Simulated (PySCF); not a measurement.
C4H6NO3S (doublet state).
Geometry (GFN2-xTB, Å), atoms numbered from 1 in this order:
```xyz
15
C4H6NO3S angstrom
C      1.3310    1.2277   -0.0541
C      1.1046   -0.1098   -0.7808
C      0.0145   -0.8517   -0.1374
C      0.0952   -1.9849    0.6023
N      0.1480   -2.9409    1.2582
S     -1.5940   -0.0943   -0.2183
O     -2.6170   -1.0888   -0.1964
O     -1.5795    0.8879   -1.2483
O     -1.6368    0.6646    1.2056
H      2.1041    1.7906   -0.5704
H      1.6442    1.0527    0.9722
H      0.4108    1.8047   -0.0519
H      0.7908    0.1272   -1.8022
H      2.0241   -0.6985   -0.8012
H     -2.2444    0.2215    1.8008
```

The hyperfine couplings belong to this conformer and change with its torsions.

The species is `CC[C](C#N)S(=O)(=O)O` [radical].

Theory: UKS B3LYP, pcH-1 on C H N O S, non-relativistic, mean-field spin-orbit, GIAO (PySCF 2.14.0). The structure is a single GFN2-xTB conformer in the gas phase; no vibrational or solvent corrections. A GFN2-xTB geometry isn't a minimum of the functional, and hyperfine couplings can be far from their values at a DFT geometry. The SCF solution wasn't tested for stability.

(1) Predict the first-order ENDOR lines of N5, H13/H14 and H10/H11/H12 under fast tumbling at B = 3345.7 mT (W band).

(2) Which pairs are centred on the nuclear Larmor frequency, and which on half the coupling?

(3) At what field would the lower line of N5 fall to zero frequency?

Answers

(1) For S = 1/2 in fast tumbling each set of equivalent nuclei gives two lines, ν± = |νn ± a/2| to first order, with νn = g_N μN B/h and μN/h = 7.62259 MHz/T.

| nuclei | isotope | g_N | νn (MHz) | a_iso (MHz) | lower line (MHz) | upper line (MHz) |
| --- | --- | --- | --- | --- | --- | --- |
| N5 | 14N | 0.4038 | 10.30 | 9.12 | 5.74 | 14.86 |
| H13/H14 | 1H | 5.5857 | 142.45 | 41.49 | 121.71 | 163.20 |
| H10/H11/H12 | 1H | 5.5857 | 142.45 | 2.08 | 141.41 | 143.49 |

(2) Centred on νn, since |a| < 2νn: N5, H13/H14 and H10/H11/H12. No pair has |a| > 2νn.

(3) Where νn = |a|/2, that is B = 4.56 MHz/(0.4038 × 7.62259 MHz/T) = 1480 mT, as far as first order holds there.

Means are taken over nuclei equivalent by connectivity, which assumes that they swap fast. The three 1H nuclei of mean +2.1 MHz run from -3.7 to 13.3 MHz in the frozen geometry. The 1H value of +41.5 MHz is a mean of couplings from 2.9 to 80.1 MHz in this one geometry, not an average over conformers.

Largest spin populations (Mulliken): C3 (+0.77), N5 (+0.39) and C4 (-0.21). The positive populations add up to 1.29 and the negative ones to -0.29, together 2S = 1. The angles at C3 add up to 359.8°, so it is planar.

The run took 2.5 min of wall time (grids of density and orbitals included) on an Arm Neoverse V1 with one thread, no GPU, shared host with 32 logical CPUs at a one-minute load of 45, and the process peaked at 0.97 GiB of memory.
